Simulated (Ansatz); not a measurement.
**Question.** Name a neutral molecule of Cl, F, O, W with HOMO energy (B3LYP/def2-TZVPP) between -9.35 and -9.05 eV and HOMO–LUMO gap (ωB97M-V/def2-TZVPP) between 9.20 and 9.50 eV (Ansatz, PBE0-D4/def2-TZVP geometry).

**Answer.** `[O]=[W]([F])([F])([Cl])[Cl]` (-9.34 eV, 9.40 eV). Other molecules can fit too; these were computed, each in one conformer that needn't be the lowest.

B3LYP here is the variant with VWN-RPA as its local correlation; programs differ in this.
